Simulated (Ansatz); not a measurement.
Reaction (isomerisation): `N=C=[CH][GaH][SiH3]` → `N[C]1=C[SiH2][GaH]1`

Calculated with Ansatz (gas phase, PBE0-D4/def2-TZVP geometries, no zero-point term in ΔE). CBS: MP2 limit from def2 TZ/QZ plus the TZ coupled-cluster correction, frozen cores. Functionals use def2-TZVPP. B3LYP here is the variant with VWN-RPA as its local correlation; programs differ in this. For Ga outer-core shells are correlated without core-valence functions, which leaves a few kJ/mol of doubt a bond. Scalar relativity is left out up to krypton. Each species was taken in one conformer, which may not be the lowest.

Task: Is it downhill or uphill in electronic energy at CCSD(T)/CBS, and by how much? (An estimate is asked.)

Result: Ansatz gave: Downhill: ΔE = -33.8 kJ/mol.

Task: What do these levels give: PBE0-D4, B2PLYP, PBE0, B3LYP, SCS-MP2/def2-QZVPP, HF/CBS(def2)? (Estimate.)

Result: The calculation gave: PBE0-D4 -39.2, B2PLYP -18.0, PBE0 -37.0, B3LYP -10.3, SCS-MP2/def2-QZVPP -29.3, HF/CBS(def2) -5.1 kJ/mol.

Largest T1 diagnostic among the species: 0.015.

From PBE to PBE0 (25 % exact exchange), in def2-TZVPP and without D4, ΔE moves by −11.6 kJ/mol. The D4 term adds −5.1 kJ/mol with B3LYP and −2.2 kJ/mol with PBE0; it sums over pairs of atoms, weighted by their polarisabilities, and B3LYP, whose exchange is more repulsive, gets the larger term. In def2-TZVPP, CCSD(T) changes the Hartree–Fock value by −22.0 kJ/mol (the triples alone add −1.2 kJ/mol) and MP2 by −29.6 kJ/mol.
